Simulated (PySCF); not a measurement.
A PySCF script (with the pyscf-properties extension) for the NMR shieldings of `B(C(=C)F)CCCC`, C₆H₁₂BF, on a GFN2-xTB geometry:

```python
import basis_set_exchange as bse
import numpy as np
from pyscf import gto, dft
from pyscf.prop import nmr

atoms = """
C     3.867300    0.483771   -0.087767
C     2.539556    0.352002   -0.077183
F     1.848641    1.419172    0.418698
B     1.762783   -0.896658   -0.577780
C     0.202366   -1.067374   -0.578401
C    -0.679367    0.075067   -0.069489
C    -2.164697   -0.273561   -0.144349
C    -3.036799    0.860673    0.380110
H     4.489666   -0.306984   -0.460942
H     4.354759    1.376002    0.271397
H     2.419649   -1.777495   -0.984309
H    -0.110878   -1.318859   -1.599373
H    -0.032428   -1.970132   -0.000484
H    -0.420177    0.307738    0.964693
H    -0.495021    0.972610   -0.662328
H    -2.355993   -1.177648    0.439975
H    -2.435017   -0.488794   -1.181765
H    -2.800741    1.072545    1.420898
H    -4.091361    0.601863    0.313061
H    -2.867389    1.766740   -0.197395
"""
names = dict.fromkeys(["C", "F", "B", "H"], "pcSseg-1")
basis = {el: gto.basis.parse(bse.get_basis(n, elements=[el], fmt="nwchem")) for el, n in names.items()}
mol = gto.M(atom=atoms, basis=basis, charge=0, verbose=0)
mf = dft.RKS(mol, xc="PBE0")
mf.grids.level = 2
mf.grids.alignment = dft.numint.BLKSIZE   # the property module wants whole blocks of grid points
mf.conv_tol = 1e-9
mf.kernel()

calc = nmr.RKS(mf)   # GIAO
C = mf.mo_coeff
Co = C[:, mf.mo_occ > 0]
resp = mf.gen_response(singlet=True, hermi=2)
def vind(x):   # induced exchange potential for any number of trial vectors
    d = np.einsum("pi,xij,qj->xpq", C, 2 * x.reshape(-1, C.shape[1], Co.shape[1]), Co, optimize=True)
    return np.einsum("xpq,pi,qj->xij", resp(d - d.transpose(0, 2, 1)), C, Co, optimize=True).ravel()
mo1, _ = nmr.rhf.solve_mo1(calc, with_cphf=vind)
sigma = calc.kernel(mo1)
for i, s in enumerate(sigma):   # ppm
    print("%2d %-2s %9.2f" % (i, mol.atom_pure_symbol(i), np.trace(s) / 3))
```

**Question.** What does it print?

**Answer.** 
```
 0 C      51.20
 1 C      -2.92
 2 F     270.79
 3 B      27.06
 4 C     151.24
 5 C     153.82
 6 C     154.85
 7 C     169.61
 8 H      25.81
 9 H      25.29
10 H      25.00
11 H      30.04
12 H      30.10
13 H      29.98
14 H      30.01
15 H      30.52
16 H      30.50
17 H      30.73
18 H      30.48
19 H      30.74
```

These numbers come from an equivalent density-fitted implementation of the same equations, which agrees with the script to about 0.01 ppm for H and up to a few tenths of a ppm for heavy atoms, so last digits may differ.

Size and cost of the density-fitted run: 196 basis functions, 63 s wall time on 1 thread of an Arm Neoverse N1, shared host; peak memory 0.86 GiB.
